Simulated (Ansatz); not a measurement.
Relaxation of AlBrFH3 (6 atoms, charge 0, multiplicity 1), to a largest force component of 0.03 eV/Å in at most 50 steps.

These are results of RKS PBE0/def2-SVP in Ansatz, not measurements.

```xyz
6
Properties=species:S:1:pos:R:3
Al -0.004 0.252 -0.081
F 0.003 0.304 1.608
H 1.411 0.305 -0.769
H -1.426 0.233 -0.756
Br 0.110 -3.080 1.289
H 0.072 -1.772 2.028
```

Where does it end, and by what steps?

The forces met the threshold. After 7 steps the energy has fallen by 0.186 eV; Br5 moved furthest, 0.57 Å. Joined: Al1–Br5 (3.60 → 2.81 Å).

```csv
step,energy less start (eV),largest force component (eV/Å),accepted
0,0.0000,1.466,yes
1,-0.1071,0.171,yes
2,-0.1501,0.256,yes
3,-0.1794,0.208,yes
4,-0.1835,0.075,yes
5,-0.1840,0.063,yes
6,-0.1851,0.059,yes
7,-0.1860,0.025,yes
```

```xyz
6
Properties=species:S:1:pos:R:3
Al 0.005 0.024 0.019
F 0.004 0.318 1.693
H 1.409 0.143 -0.701
H -1.411 0.064 -0.686
Br 0.090 -2.624 0.953
H 0.069 -1.682 2.041
```

Whether the end is a true minimum wasn't checked by a vibrational analysis.

The run took 23 s on 1 thread of Arm Neoverse V2 (shared host), peak memory 0.17 GiB.
